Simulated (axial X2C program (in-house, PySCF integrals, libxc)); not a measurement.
## Low determinants of HfBr at the PBE0 level, two-component

All values were computed with an in-house relativistic program for diatomic molecules. Two-component (2c) means X2C with spin–orbit coupling and atomic mean-field two-electron Coulomb and Gaunt terms. Basis: Hf dyall-cv3z [13s14p9d7f4g], Br dyall-cv3z [8s9p6d4f1g] (cores contracted in-house); Gaussian nuclei, density fitting, unrestricted open shells. Masses: Hf 179.947 u, Br 78.918 u.

Search at 2.457 Å (vertical energies from the lowest determinant):

| ΔE (eV) | state | electrons beyond evenly filled partner blocks | electrons in ±ω = 1/2, 3/2, 5/2, 7/2 |
| --- | --- | --- | --- |
| 0.00 | Ω = 3/2 | ω = 3/2 | 64 31 10 2 |
| 0.35 | Ω = 1/2 | ω = 1/2 | 65 30 10 2 |
| 0.38 | Ω = 5/2 | ω = 5/2 | 64 30 11 2 |
| 0.80 | Ω = 3/2 | ω = 1/2, ω = -3/2, ω = 5/2 | 63 31 11 2 |
| 0.90 | Ω = 1/2 | ω = 1/2 | 63 32 10 2 |
| 0.93 | Ω = 1/2 | 2 × ω = -1/2, ω = 3/2 | 64 31 10 2 |
| 1.12 | Ω = 9/2 | ω = 1/2, ω = 3/2, ω = 5/2 | 63 31 11 2 |

Lowest determinant, Ω = 3/2 (⟨Sz⟩ = -0.46, ⟨Lz⟩ = 1.96 at PBE0): Re = 2.447 Å, ωe = 249.4 cm⁻¹.

The determinant in row 2 of the search, Ω = 1/2 (⟨Sz⟩ = -0.47, ⟨Lz⟩ = 0.97 at PBE0), was followed along the bond at PBE0; measured from the minimum of the lowest determinant it gives:

Te = 0.352 eV (2838 cm⁻¹), Re = 2.464 Å, ωe = 244.6 cm⁻¹.

Question: Compare the bond of the determinant in row 2 with that of the lowest one.

Answer: At PBE0 its Re is 0.017 Å longer and its force constant, which goes as ωe², is 0.96 times that of the lowest determinant. T0 ≈ Te + Δωe/2 = 2838 + (-2) = 2836 cm⁻¹.

The search compares states at one distance, so a state with another bond length can lie lower; it is not exhaustive and yields mostly the lowest determinant of each block pattern, so other components and higher states of one pattern are missing. These are energies of single determinants, not of spin-adapted states; PBE0 term energies can be off by some tenths of an eV, and the functional has no current term. The lowest determinant need not be the ground state where others lie within half an eV.
